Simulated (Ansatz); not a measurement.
Geometry optimisation, RKS PBE/def2-SVP in Ansatz 0.2.0.

input.yaml

```yaml
crystal:
  periodic: [false, false, false]
  atoms:
    - { symbol: O, position_ang: [-1.2694, 1.1064, -0.4398] }
    - { symbol: C, position_ang: [-0.3032, 1.0966, 0.5071] }
    - { symbol: Si, position_ang: [0.0515, -0.6777, 0.932] }
    - { symbol: Sb, position_ang: [1.0405, -1.8832, -1.0822] }
    - { symbol: H, position_ang: [-0.8855, 0.9817, -1.3488] }
    - { symbol: H, position_ang: [0.6218, 1.6192, 0.1383] }
    - { symbol: H, position_ang: [-0.6152, 1.6233, 1.4291] }
    - { symbol: H, position_ang: [-1.0974, -1.3264, 1.4207] }
    - { symbol: H, position_ang: [1.1085, -0.6872, 2.0465] }
    - { symbol: H, position_ang: [1.8649, -0.4671, -1.569] }
    - { symbol: H, position_ang: [-0.4511, -1.4426, -2.0133] }
basis:
  gaussian: { orbitals: def2-SVP }
hamiltonian:
  xc: pbe
relax:
  f_tol: 0.015
  max_steps: 40
```

Run as:

```bash
$ ansatz run input.yaml --threads 2 --pin off --max-ram 3072MiB --backend cpu --events-out ev --progress --plain --runs-dir out
```

**Question.** Where does it end, and by what steps?

**Answer.** The forces met the threshold. After 14 steps the energy has fallen by 0.425 eV; H11 moved furthest, 0.30 Å.

| step | energy less start (eV) | largest force component (eV/Å) | accepted |
| --- | --- | --- | --- |
| 0 | 0.0000 | 2.720 | yes |
| 1 | -0.2353 | 0.956 | yes |
| 2 | -0.3819 | 0.495 | yes |
| 3 | -0.4081 | 0.300 | yes |
| 4 | -0.4057 | 0.758 | no |
| 5 | -0.4169 | 0.038 | yes |
| 6 | -0.4193 | 0.028 | yes |
| 7 | -0.4229 | 0.030 | yes |
| 8 | -0.4225 | 0.166 | no |
| 9 | -0.4243 | 0.026 | yes |
| 10 | -0.4216 | 0.100 | no |
| 11 | -0.4250 | 0.023 | yes |
| 12 | -0.4248 | 0.052 | no |
| 13 | -0.4250 | 0.050 | yes |
| 14 | -0.4251 | 0.012 | yes |

```xyz
11
Properties=species:S:1:pos:R:3
O -1.306 1.230 -0.532
C -0.330 1.154 0.494
Si 0.122 -0.655 0.963
Sb 0.891 -1.969 -1.158
H -0.952 0.744 -1.303
H 0.607 1.719 0.256
H -0.764 1.643 1.394
H -1.079 -1.371 1.524
H 1.232 -0.699 1.986
H 2.005 -0.690 -1.540
H -0.361 -1.162 -2.065
```

Whether the end is a true minimum wasn't checked by a vibrational analysis.

Run time: 37 s on 2 threads of Arm Neoverse V1, on a shared host, peak memory 0.15 GiB.
